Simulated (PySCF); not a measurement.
Br4Hf, triplet, at a GFN2-xTB geometry (such geometries of metal compounds can be far from the true shape) (the multiplicity is a formal guess) (core potentials on Hf); PySCF with DF-B3LYP/def2-SVP.

The PySCF input:
```python
from pyscf import gto, scf, dft

mol = gto.M(
    atom='''
Hf    0.00000000   -0.00000000   -0.00000000
Br    1.98543382   -0.57606287   -1.45676484
Br    0.76865875    0.30690206    2.38975617
Br   -1.05873074    2.14277427   -0.82678131
Br   -1.69536183   -1.87361346   -0.10621001
''',
    basis='def2-svp',
    ecp={'Hf': 'def2-svp'},
    spin=2,
    verbose=4,
)

mf = dft.UKS(mol)
mf.xc = 'b3lyp'
mf = mf.density_fit(auxbasis='def2-universal-jkfit')
mf.kernel()
```

The log (banner, timings and long lists left out):

```
PySCF version 2.14.0

[INPUT] verbose = 4
[INPUT] num. atoms = 5
[INPUT] num. electrons = 152
[INPUT] charge = 0
[INPUT] spin (= nelec alpha-beta = 2S) = 2
[INPUT] symmetry False subgroup None
[INPUT] Mole.unit = angstrom
[INPUT] Symbol           X                Y                Z      unit          X                Y                Z       unit  Magmom
[INPUT]  1 Hf     0.000000000000   0.000000000000   0.000000000000 AA    0.000000000000   0.000000000000   0.000000000000 Bohr   0.0
[INPUT]  2 Br     1.985433820000  -0.576062870000  -1.456764840000 AA    3.751926158249  -1.088601054831  -2.752886575496 Bohr   0.0
[INPUT]  3 Br     0.768658750000   0.306902060000   2.389756170000 AA    1.452554520751   0.579960840465   4.515984665790 Bohr   0.0
[INPUT]  4 Br    -1.058730740000   2.142774270000  -0.826781310000 AA   -2.000711138258   4.049256517065  -1.562390240809 Bohr   0.0
[INPUT]  5 Br    -1.695361830000  -1.873613460000  -0.106210010000 AA   -3.203769540741  -3.540616302699  -0.200707830587 Bohr   0.0

nuclear repulsion = 1293.30995117559
number of shells = 60
number of NR pGTOs = 353
number of NR cGTOs = 160
basis = def2-svp
ecp = {'Hf': 'def2-svp'}

******** <class 'pyscf.df.df_jk.DFUKS'> ********
method = DFUKS
initial guess = minao
damping factor = 0
level_shift factor = 0
DIIS = <class 'pyscf.scf.diis.CDIIS'>
diis_start_cycle = 1
diis_space = 8
diis_damp = 0
SCF conv_tol = 1e-09
SCF conv_tol_grad = None
SCF max_cycles = 50
direct_scf = False
number electrons alpha = 77  beta = 75
XC library pyscf.dft.libxc version 7.1.2
    S. Lehtola, C. Steigemann, M. J. T. Oliveira, and M. A. L. Marques,  SoftwareX 7, 1–5 (2018)
XC functionals = b3lyp
    P. J. Stephens, F. J. Devlin, C. F. Chabalowski, and M. J. Frisch,  J. Phys. Chem. 98, 11623 (1994)
radial grids:
    Treutler-Ahlrichs [JCP 102, 346 (1995); DOI:10.1063/1.469408] (M4) radial grids

becke partition: Becke, JCP 88, 2547 (1988); DOI:10.1063/1.454033
pruning grids: <function nwchem_prune>
grids dens level: 3
symmetrized grids: False
atomic radii adjust function: <function treutler_atomic_radii_adjust>
small_rho_cutoff = 0
Set gradient conv threshold to 3.16228e-05
tot grids = 105488
******** <class 'pyscf.df.df.DF'> ********
auxbasis = def2-universal-jkfit
init E= -10327.1494736284

cycle= 1 E= -10343.0418002188  delta_E= -15.9  |g|= 1.05  |ddm|= 5.51

cycle= 2 E= -10342.228212207  delta_E= 0.814  |g|= 1.34  |ddm|= 6.99

cycle= 3 E= -10343.6297511632  delta_E= -1.4  |g|= 0.197  |ddm|= 6.75

cycle= 4 E= -10343.5872090519  delta_E= 0.0425  |g|= 0.29  |ddm|= 0.795

cycle= 5 E= -10343.6517631013  delta_E= -0.0646  |g|= 0.0854  |ddm|= 0.688

cycle= 6 E= -10343.6556843281  delta_E= -0.00392  |g|= 0.0511  |ddm|= 0.222

cycle= 7 E= -10343.6576642611  delta_E= -0.00198  |g|= 0.0107  |ddm|= 0.116

cycle= 8 E= -10343.6576787699  delta_E= -1.45e-05  |g|= 0.0124  |ddm|= 0.0481

cycle= 9 E= -10343.6578273084  delta_E= -0.000149  |g|= 0.00301  |ddm|= 0.0304

cycle= 10 E= -10343.6578748159  delta_E= -4.75e-05  |g|= 0.00239  |ddm|= 0.0226

cycle= 11 E= -10343.6579418782  delta_E= -6.71e-05  |g|= 0.0021  |ddm|= 0.0339

cycle= 12 E= -10343.6580541522  delta_E= -0.000112  |g|= 0.002  |ddm|= 0.0591

cycle= 13 E= -10343.6581370662  delta_E= -8.29e-05  |g|= 0.00197  |ddm|= 0.0455

cycle= 14 E= -10343.6584004892  delta_E= -0.000263  |g|= 0.00203  |ddm|= 0.158

cycle= 15 E= -10343.6583518798  delta_E= 4.86e-05  |g|= 0.00172  |ddm|= 0.0322

cycle= 16 E= -10343.6587955946  delta_E= -0.000444  |g|= 0.00455  |ddm|= 0.323

cycle= 17 E= -10343.6587360852  delta_E= 5.95e-05  |g|= 0.00224  |ddm|= 0.0585

cycle= 18 E= -10343.6589143223  delta_E= -0.000178  |g|= 0.00382  |ddm|= 0.139

cycle= 19 E= -10343.659133678  delta_E= -0.000219  |g|= 0.00855  |ddm|= 0.191

cycle= 20 E= -10343.6591389611  delta_E= -5.28e-06  |g|= 0.00909  |ddm|= 0.00956

cycle= 21 E= -10343.6587630899  delta_E= 0.000376  |g|= 0.00329  |ddm|= 0.314

cycle= 22 E= -10343.6586703554  delta_E= 9.27e-05  |g|= 0.00166  |ddm|= 0.0763

cycle= 23 E= -10343.6590237175  delta_E= -0.000353  |g|= 0.00237  |ddm|= 0.259

cycle= 24 E= -10343.6586624409  delta_E= 0.000361  |g|= 0.00161  |ddm|= 0.265

cycle= 25 E= -10343.6585897843  delta_E= 7.27e-05  |g|= 0.00162  |ddm|= 0.0524

cycle= 26 E= -10343.6586621764  delta_E= -7.24e-05  |g|= 0.00156  |ddm|= 0.0521

cycle= 27 E= -10343.6592283153  delta_E= -0.000566  |g|= 0.005  |ddm|= 0.409

cycle= 28 E= -10343.659298168  delta_E= -6.99e-05  |g|= 0.00743  |ddm|= 0.0624

cycle= 29 E= -10343.6593436428  delta_E= -4.55e-05  |g|= 0.00822  |ddm|= 0.0343

cycle= 30 E= -10343.6588349732  delta_E= 0.000509  |g|= 0.00165  |ddm|= 0.379

cycle= 31 E= -10343.6588388901  delta_E= -3.92e-06  |g|= 0.00152  |ddm|= 0.00291

cycle= 32 E= -10343.659163589  delta_E= -0.000325  |g|= 0.00308  |ddm|= 0.232

cycle= 33 E= -10343.6586407729  delta_E= 0.000523  |g|= 0.00164  |ddm|= 0.375

cycle= 34 E= -10343.6583850076  delta_E= 0.000256  |g|= 0.00372  |ddm|= 0.168

cycle= 35 E= -10343.6585857154  delta_E= -0.000201  |g|= 0.00178  |ddm|= 0.129

cycle= 36 E= -10343.6584984366  delta_E= 8.73e-05  |g|= 0.00256  |ddm|= 0.0588

cycle= 37 E= -10343.6582986062  delta_E= 0.0002  |g|= 0.00578  |ddm|= 0.115

cycle= 38 E= -10343.6580582546  delta_E= 0.00024  |g|= 0.0101  |ddm|= 0.105

cycle= 39 E= -10343.6586364913  delta_E= -0.000578  |g|= 0.00287  |ddm|= 0.318

cycle= 40 E= -10343.6590118437  delta_E= -0.000375  |g|= 0.00273  |ddm|= 0.275

cycle= 41 E= -10343.6589544888  delta_E= 5.74e-05  |g|= 0.0024  |ddm|= 0.0426

cycle= 42 E= -10343.6589456925  delta_E= 8.8e-06  |g|= 0.00249  |ddm|= 0.00602

cycle= 43 E= -10343.6589562049  delta_E= -1.05e-05  |g|= 0.00291  |ddm|= 0.0112

cycle= 44 E= -10343.6589074171  delta_E= 4.88e-05  |g|= 0.00267  |ddm|= 0.038

cycle= 45 E= -10343.6589275772  delta_E= -2.02e-05  |g|= 0.00432  |ddm|= 0.0404

cycle= 46 E= -10343.6585030673  delta_E= 0.000425  |g|= 0.00655  |ddm|= 0.297

cycle= 47 E= -10343.6587394319  delta_E= -0.000236  |g|= 0.0033  |ddm|= 0.15

cycle= 48 E= -10343.6588547347  delta_E= -0.000115  |g|= 0.00276  |ddm|= 0.0825

cycle= 49 E= -10343.6589022571  delta_E= -4.75e-05  |g|= 0.0022  |ddm|= 0.0336

cycle= 50 E= -10343.6588605519  delta_E= 4.17e-05  |g|= 0.00234  |ddm|= 0.032
SCF not converged.
SCF energy = -10343.6588605519 after 50 cycles  <S^2> = 2.004217  2S+1 = 3.00281
```

The run did not converge; its last values are not results.
